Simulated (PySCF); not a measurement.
**[TaO2Cl2]− at several levels of theory**

Computed with PySCF 2.14.0 (density fitting, no spin-orbit coupling) at the geometry relaxed with PBE0:

```xyz
5
[TaO2Cl2]− (singlet)
Ta    0.0000    0.0000    0.1711
O     0.9943    0.9943    1.2147
O    -0.9943   -0.9943    1.2147
Cl    1.4071   -1.4071   -1.1612
Cl   -1.4071    1.4071   -1.1612
```

| level | basis | state | HOMO (eV) | gap (eV) | charge on Ta1 (e) | dipole about the centre of mass (D) | largest force component (eV/Å) |
| --- | --- | --- | --- | --- | --- | --- | --- |
| PBE0 | Ta def2-SVP with ECP60, O def2-SVP, Cl def2-SVP | singlet | -3.11 | 6.67 | 0.74 | 2.10 | 0.01 |
| BLYP | the same | singlet | -1.28 | 4.30 | 0.50 | 2.01 | 1.44 |
| CAM-B3LYP | the same | singlet | -4.47 | 9.11 | 0.69 | 2.23 | 0.14 |
| PBE | the same | singlet | -1.47 | 4.32 | 0.53 | 1.91 | 1.16 |
| PBE0 | Ta def2-TZVP with ECP60, O def2-TZVP, Cl def2-TZVP | singlet | -3.26 | 6.49 | 1.25 | 2.08 | 0.10 |
| PBE0 | Ta x2c-SVPall, O x2c-SVPall, Cl x2c-SVPall | singlet | -3.29 | 6.45 | 0.62 | 2.15 | 0.81 |

Charges are Mulliken's, which hang on the basis. The relaxation used the grid (50, 194), these runs (75, 302) or, all-electron (x2c bases, spin-free X2C Hamiltonian), (99, 590).

Question: What does TPSSh with Ta def2-SVP with ECP60, O def2-SVP, Cl def2-SVP give here?

Answer: state singlet, HOMO (eV) -2.23, gap (eV) 5.42, charge on Ta1 (e) 0.75, dipole about the centre of mass (D) 1.98, largest force component (eV/Å) 0.70. Time: 5.2 s on 2 threads of Arm Neoverse V1, on a shared host, from an already converged density.

In the first row's basis the gap widens with exact exchange: 4.3 eV for BLYP, PBE (none); 5.4 to 6.7 eV for TPSSh, PBE0 (a fixed share); 9.1 eV for CAM-B3LYP (rising or full at long range).
